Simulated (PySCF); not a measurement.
**Two-dimensional NMR puzzle**

Compound of formula C₅H₆N₂. Correlations simulated from computed shifts and the bond graph:

HSQC (one-bond C–H):
| δH | δC |
| --- | --- |
| 9.40 | 162.9 |
| 8.87 | 163.0 |
| 2.38 | 17.9 |

HMBC (two and three bonds, from the bond graph):
| δH | δC |
| --- | --- |
| 9.40 | 163.0 |
| 8.87 | 163.0, 162.9, 136.2, 17.9 |
| 2.38 | 163.0, 136.2 |

Carbons without hydrogens: δ 136.2.

[PySCF: shieldings: GIAO PBE0/pcSseg-1; structure optimised with GFN2-xTB; non-relativistic; one averaged value for each set of equivalent atoms; gas phase; a single conformation]

Chemical shifts δ = σref − σ; TMS for 1H, 13C, all at this level.

Exchangeable hydrogens are left out of these lists.

Work out the connectivity.

Results:

5-methylpyrimidine (Cc1cncnc1).

Atoms are numbered as in `[CH3:1][c:2]1[cH:3][n:4][cH:5][n:6][cH:7]1` (H(Xn): hydrogen on atom n).

δC 163.0 is C3/C7, an aromatic CH next to a ring nitrogen (δH 8.87). δC 162.9 is C5, an aromatic CH between two ring heteroatoms (δH 9.40). δC 136.2 is C2, a substituted aromatic carbon. δC 17.9 is C1, a methyl carbon on an aromatic ring (δH 2.38). HMBC from δH 8.87 reaches the proton-free carbon C2. HMBC from δH 2.38 reaches the proton-free carbon C2.

The data come from this structure; uniqueness wasn't tested.

Shifts are as computed. Against solution values, carbons near 30 ppm lie about +3 ppm off and those near 130 ppm about +5 ppm. Of 1313 compounds with measured shifts, 239 miss one by over three times the rms of a fit or turn the order of signals round; such compounds aren't used in these exercises.
